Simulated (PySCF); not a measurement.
The PySCF input:
```python
from pyscf import gto, scf, dft

mol = gto.M(
    atom='''
Te    0.163156   -0.120263    0.559569
Cl    1.086101    1.305065   -1.005010
Cl   -1.133490   -1.293963   -0.904458
''',
    basis='def2-svp',
    ecp={'Te': 'def2-svp'},
    charge=0,
    spin=0,
    verbose=3,
)

mf = dft.RKS(mol)
mf.xc = 'b3lyp'
mf.kernel()
g = mf.nuc_grad_method()
grad = g.kernel()
```

Task: What number of basis functions does B3LYP/def2-SVP, gradient (PySCF) give?

Result: 62

Task: Give the HOMO energy at the level B3LYP/def2-SVP, gradient.

Result: -6.10 eV

Task: Predict the total energy from B3LYP/def2-SVP, gradient.

Result: -1188.2582 Eh

Task: Predict the dipole moment from B3LYP/def2-SVP, gradient.

Result: 2.01 D

Task: Give the HOMO-LUMO gap at the level B3LYP/def2-SVP, gradient.

Result: 3.50 eV
